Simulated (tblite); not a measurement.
Species: C5H8SSi2.
Atom-mapped SMILES: `[CH:1]#[C:2][SiH2:3][C@H:4]1[CH:5]=[CH:6][S:7][SiH2:8]1` (hydrogens: H9 on C1; H10, H11 on Si3; H12 on C4; H13 on C5; H14 on C6; H15, H16 on Si8)

Geometry (GFN2-xTB, Å), atoms numbered from 1 in this order:
```
atom  x, y, z in Å
C1     2.4794   -0.7666    1.5427
C2     1.9269   -0.8177    0.4759
Si3    1.0469   -0.8720   -1.1463
C4    -0.6174    0.0649   -0.9390
C5    -1.4534   -0.6558    0.0634
C6    -1.7759   -0.1015    1.2226
S7    -1.2819    1.5417    1.6119
Si8   -0.4186    1.8581   -0.3308
H9     2.9637   -0.7241    2.4762
H10    0.7862   -2.2709   -1.5041
H11    1.8440   -0.1896   -2.1722
H12   -1.1156    0.0419   -1.9120
H13   -1.7742   -1.6626   -0.1648
H14   -2.3455   -0.5843    1.9970
H15    0.9508    2.3230   -0.1534
H16   -1.2230    2.8244   -1.0785
```

Computed with GFN2-xTB (tblite): harmonic, unscaled wavenumbers at the GFN2-xTB geometry, gas phase. Against measured fundamentals such values can be off by several per cent, at times by over 20. Modes of hydrogen on silicon can be 10 to 20 % off. One conformer, not necessarily the lowest.

Harmonic wavenumbers (cm⁻¹): 33.6, 38.5, 84.8, 169.0, 193.3, 212.8, 280.9, 346.8, 424.5, 460.8, 487.5, 506.8, 512.5, 557.6, 600.4, 618.2, 653.7, 664.1, 683.1, 686.6, 727.7, 758.8, 766.1, 769.0, 787.6, 848.3, 858.1, 1014.6, 1062.4, 1128.0, 1196.8, 1264.3, 1653.2, 2208.6, 2218.6, 2228.8, 2260.0, 2316.3, 2923.1, 3055.6, 3117.9, 3354.2.

A = 1743, B = 932.2, C = 844.5 MHz; mass 155.989 u (most abundant isotopes); point group C1, symmetry number 1.

Task: Zero-point energy?

Result: ½Σν̃ = 22367 cm⁻¹ = 63.95 kcal/mol.

Task: Give the ideal-gas entropy at 400 K and 1 bar in the rigid-rotor, harmonic-oscillator model (classical rotation).

Result: Translation 42.53, rotation 30.72, vibration 43.61: S = 116.9 cal/(mol K).

Task: And Cp and H(400 K) − H(0)?

Result: Cp = 50.88 cal/(mol K), of which vibrations give 42.93 (their classical limit is 42 R = 83.5); H(400 K) − H(0) = 12.10 kcal/mol without the zero-point energy, 8.92 from vibrations.

Task: How do the functions run with temperature in this model?

Result: 
```json
{"T (K)": "100", "S (cal/(mol K))": "72.5", "Cp (cal/(mol K))": "18.5", "H − H(0) (kcal/mol)": "1.34", "G − H(0) (kcal/mol)": "-5.90", "ln q(vib)": "2.40"}
{"T (K)": "200", "S (cal/(mol K))": "88.8", "Cp (cal/(mol K))": "30.5", "H − H(0) (kcal/mol)": "3.77", "G − H(0) (kcal/mol)": "-13.99", "ln q(vib)": "5.12"}
{"T (K)": "300", "S (cal/(mol K))": "103.5", "Cp (cal/(mol K))": "42.2", "H − H(0) (kcal/mol)": "7.42", "G − H(0) (kcal/mol)": "-23.62", "ln q(vib)": "7.91"}
{"T (K)": "500", "S (cal/(mol K))": "128.9", "Cp (cal/(mol K))": "57.3", "H − H(0) (kcal/mol)": "17.52", "G − H(0) (kcal/mol)": "-46.94", "ln q(vib)": "13.49"}
{"T (K)": "800", "S (cal/(mol K))": "158.7", "Cp (cal/(mol K))": "69.3", "H − H(0) (kcal/mol)": "36.69", "G − H(0) (kcal/mol)": "-90.30", "ln q(vib)": "21.17"}
{"T (K)": "1000", "S (cal/(mol K))": "174.8", "Cp (cal/(mol K))": "74.3", "H − H(0) (kcal/mol)": "51.08", "G − H(0) (kcal/mol)": "-123.69", "ln q(vib)": "25.72"}
```

q(vib) and H(0) count from the zero-point level.

Task: What must be added to the electronic energy to get the Gibbs energy at 400 K and 1 bar?

Result: ZPE + [H(400 K) − H(0)] − T·S = 63.95 + 12.10 − 46.74 = 29.31 kcal/mol.

Task: Which modes carry the vibrational entropy at 400 K?

Result: 33.6 cm⁻¹: 6.19; 38.5 cm⁻¹: 5.92; 84.8 cm⁻¹: 4.35; 169.0 cm⁻¹: 3.01; 193.3 cm⁻¹: 2.75; 212.8 cm⁻¹: 2.57 cal/(mol K); the other 36 give 18.83 together.

Task: Blend soft modes into free rotors: weight 1/[1 + (100 cm⁻¹/ν̃)⁴] for the oscillator and the rest for a rotor with moment μB/(μ + B), μ = h/(8π²ν), B = 10⁻⁴⁴ kg m². What vibrational entropy results?

Result: 39.15 cal/(mol K) in place of 43.61, which changes −T·S at 400 K by +1.78 kcal/mol.

Hindered rotation and anharmonicity are outside this model. Other conformers, if any are populated, would add a mixing term that is left out. The structure is chiral; the term R ln 2 for an equal mix with its mirror image is left out.
